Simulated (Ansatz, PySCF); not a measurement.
Caution: the highest occupied level lies above zero, so the state may not be bound. This triplet is an excited state, 1.84 eV above the relaxed singlet at the level frozen-core CCSD(T)/aug-cc-pVDZ // PBE0-D3(BJ)/def2-TZVPD (Ansatz, a first-principles code).

## CHAlNO, SMILES `[C-]#[N+][Al-][OH]` (excited triplet) (charge -1, multiplicity 3)

Level of theory: PBE0-D3(BJ)/def2-TZVPD in PySCF.

| Quantity | Value |
|---|---|
| highest occupied spin orbital | 1.10 eV |
| total energy | -410.9146 Ha |
| cost | around 80 core-seconds (rough) |

```xyz
5

C      2.4645    -0.4658    -0.0130
N      1.4155     0.0546     0.0375
Al    -0.2358     0.9294     0.1290
O     -1.6263    -0.1337     0.3415
H     -2.0179    -0.3845    -0.4950
```
Charge -1, spin multiplicity 3.
